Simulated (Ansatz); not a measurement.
`C[SiH](O)[SiH3]` and `C[SiH]([SiH3])[NH][AlH2]` differ in one atom or group.

Ansatz, PBE0-D4/def2-TZVP geometries, multiplicity 1. Each molecule was computed in one conformer, which needn't be the lowest.

```csv
property,`C[SiH](O)[SiH3]`
HOMO energy (PBE/def2-TZVPP) / eV,-6.67
size of the dipole moment (PBE/def2-TZVPP) / D,1.85
HOMO energy (ωB97M-V/def2-TZVPP) / eV,-9.90
LUMO energy (ωB97M-V/def2-TZVPP) / eV,1.61
LUMO energy (PBE/def2-TZVPP) / eV,-0.90
HOMO–LUMO gap (ωB97M-V/def2-TZVPP) / eV,11.50
```

Question: Give the same properties after the change, and the shifts. (Best estimate.)

Answer: The calculation gave: 
```
                                      property  `C[SiH]([SiH3])[NH][AlH2]`  shift
             HOMO energy (PBE/def2-TZVPP) / eV                       -6.08   0.59
size of the dipole moment (PBE/def2-TZVPP) / D                        1.30  -0.55
         HOMO energy (ωB97M-V/def2-TZVPP) / eV                       -9.30   0.60
         LUMO energy (ωB97M-V/def2-TZVPP) / eV                        0.63  -0.98
             LUMO energy (PBE/def2-TZVPP) / eV                       -1.71  -0.81
       HOMO–LUMO gap (ωB97M-V/def2-TZVPP) / eV                        9.93  -1.57
```

With PBE0 the HOMO rises by 0.63 eV and the LUMO falls by 0.91 eV, so the gap narrows by about 1.54 eV. PBE moves the HOMO by 0.59 eV and ωB97M-V by 0.60 eV. Dipoles are sizes alone; their direction can turn.
